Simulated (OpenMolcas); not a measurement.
# Fe7+, Ru7+, Os7+: d down the group

* Program: OpenMolcas 26.06
* Method: SS-RASPT2, IPEA 0.25 Eh, imaginary shift 0.1 Eh
* Basis: ANO-RCC-VTZP
* Scalar Hamiltonian: DKH2, point nucleus
* Spin-orbit coupling: RASSI with atomic mean-field integrals over the reference wave functions, term energies averaged over their components

Active space for each ion: 7 electrons in 8 orbitals (RAS1 p, at most 2 holes; RAS2 d); closed shells correlated by CASPT2: Fe7+ 3s; Ru7+ 4s; Os7+ 5s.

Computed levels in cm-1 above 2D 3/2:

```json
{"Level": "2D 5/2", "Fe7+": "1869", "Ru7+": "4460", "Os7+": "15030"}
{"Level": "weight of 2D in the lowest level (%)", "Fe7+": "100", "Ru7+": "100", "Os7+": "100"}
```

Measured, with the error of the calculation in %. Measured levels: Fe7+ from Corliss and Sugar, J. Phys. Chem. Ref. Data 11, 135 (1982).

```json
{"Level": "2D 5/2", "Fe7+": "1836 (+1.8)"}
```

The fine-structure level 2D 5/2 changes by a factor of 8.04 from Fe7+ to Os7+.

CASPT2 breaks the degeneracy within a term, and the mean is taken; among the terms shown or strongly mixed into the levels shown the widest spread is 10 cm-1 (3d 2D, Fe7+). Active for correlation alone: 3p; no level in the range computed is led by a configuration that opens it, so any true level of that kind is missing (holds for Fe7+). Active for correlation alone: 4p; no level in the range computed is led by a configuration that opens it, so any true level of that kind is missing (holds for Ru7+). Active for correlation alone: 5p; no level in the range computed is led by a configuration that opens it, so any true level of that kind is missing (holds for Os7+). Measured partners are found by configuration, term and J. A level has none where our copy of the source lacks it or the pairing is in doubt (some pairs that miss far off the trend of their configuration count as doubtful), and it then counts in no deviation. Only configurations of the active space appear.
